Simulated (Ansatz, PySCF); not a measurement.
Breaking the Se1–H2 bond in hydrogen selenide (SMILES [SeH2]) (multiplicity 1 held, fragments rigid). Energies count from the point at 1.470 Å.
Geometry at that point (charge 0, multiplicity 1):
```xyz
3

Se     0.0001     0.0571     0.0025
H     -1.0525    -0.9689    -0.0382
H      1.0502    -0.9711    -0.0464
```

Restricted levels (R-, RO-) in cc, def2 and unpolarised 6-31G sets keep to the state of the molecule at rest. Unrestricted levels (U-) break spin symmetry where that is lower. Active spaces are followed from a long bond inwards. Left out are points that failed, MP2 points that dive below the minimum, coupled-cluster points behind a jump of the amplitudes or a sharp parting from full CI or MRCI, small-basis points behind a change of solution, and semi-empirical points at long bonds. Curves can end on different states.

Cores are frozen in the correlated methods. Filled d and f shells under p-block atoms count as core. Rows in LANL2DZ carry no dispersion term and start afresh at each structure. LANL2DZ brings its own core potentials from Na on.

Programs: Ansatz (Gaussian orbitals); PySCF for LANL2DZ rows. 

Energies in kcal/mol.

```tsv
R (Å)	U-HF/LANL2DZ	U-r2SCAN/cc-pVTZ	R-CCSDT/cc-pVTZ	FIC-MRCISD+Q on CASSCF(4,3)/cc-pVTZ
1.176	37.5	35.2	36.2	36.1
1.323	7.4	6.5	6.8	6.8
1.470	0.0	0.0	0.0	0.0
1.617	4.2	4.6	4.4	4.4
1.765	14.1	14.3	14.0	13.9
1.985	31.3	32.4	31.1	31.1
2.206	40.9	50.4	47.3	47.1
2.573	47.6	69.5	66.8	66.3
2.941	49.9	78.1	77.0	76.3
3.382	50.8	82.1	81.8	81.0
3.970	left out	83.6	83.4	82.6
4.705	left out	84.0	83.7	82.9
```

Doubts at one or more of the structures used: a spin-contaminated determinant (U-HF/LANL2DZ, U-r2SCAN/cc-pVTZ); a restricted determinant that unrestricted orbitals would lower (R-CCSDT/cc-pVTZ); other coupled-cluster roots lie near (R-CCSDT/cc-pVTZ); T1 above 0.05 (R-CCSDT/cc-pVTZ); active orbitals that take no part (FIC-MRCISD+Q on CASSCF(4,3)/cc-pVTZ).

Ansatz is a quantum-chemistry and plane-wave program.
